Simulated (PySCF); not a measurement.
Simulated C 1s region for `C=CO[SiH2]N`, binding energy against the vacuum level.

Every computed line was given a Gaussian of 0.7 eV full width at half maximum and an area set by the number of equivalent atoms; the highest printed point is 100. Theory: PySCF, delta-SCF UKS SCAN, pcX-2 on the ionised atom, pcseg-1 elsewhere, spin-free X2C.

```tsv
binding energy (eV)	intensity
288.9	0
289.0	1
289.1	3
289.2	6
289.3	13
289.4	24
289.5	40
289.6	59
289.7	79
289.8	94
289.9	100
290.0	95
290.1	80
290.2	61
290.3	41
290.4	25
290.5	13
290.6	6
290.7	3
290.8	1
290.9	0
291.0	0
291.1	0
291.2	1
291.3	2
291.4	5
291.5	10
291.6	19
291.7	34
291.8	52
291.9	73
292.0	90
292.1	99
292.2	98
292.3	86
292.4	68
292.5	48
292.6	30
292.7	17
292.8	8
292.9	4
293.0	1
293.1	1
```

Q: How many maxima does the curve show, and how many computed lines lie under it?

A: The curve has 2 maxima (at 289.9 and 292.1 eV). Under it lie 2 lines from 2 inequivalent carbon sites.

Q: Decompose the envelope and assign each component. Numbering: `[CH2:1]=[CH:2][O:3][SiH2:4][NH2:5]`.

A: 
| position (eV) | relative area | line | atoms | environment |
| --- | --- | --- | --- | --- |
| 289.90 | 1 | C 1s | C1 | terminal =CH2 carbon |
| 292.14 | 1 | C 1s | C2 | vinylic carbon bearing oxygen |

Q: What are the centre and the root-mean-square width of the whole band?

A: The area-weighted mean of the lines is 291.02 eV. Their own spread about it is 1.12 eV (rms) and each Gaussian has σ = 0.7/2.355 = 0.30 eV; the variances add, which gives 1.16 eV.

Q: Above which line width would these two lines show one maximum?

A: Two equal Gaussians merge once their distance is under 2σ = FWHM/1.177. With 2.23 eV between them that is a full width over 2.63 eV.

The listed C 1s values span 2.24 eV, from C1 (bonded to C (double bond) and 2 H) to C2 (bonded to O, C (double bond) and H). Summing the Pauling electronegativity differences to the bonded atoms, each weighted by its formal bond order, gives -0.70 for the lowest site and +0.54 for the highest.

No satellites, vibrations or lifetime broadening are included. The unrestricted hole states depart most from a pure doublet (⟨S²⟩ = 0.75; over 0.85 named) for C 1s of C2 (0.85), which makes this value less certain. Isolated species at its PBE0-D3(BJ)/def2-SVP geometry (one conformer only).

Shape of the structure used: `[CH2:1]=[CH:2][O:3][SiH2:4][NH2:5]`: C1–C2–O3–Si4 6°, C2–O3–Si4–N5 -67°, H–N5–Si4–O3 80°, H–N5–Si4–O3 -70°.
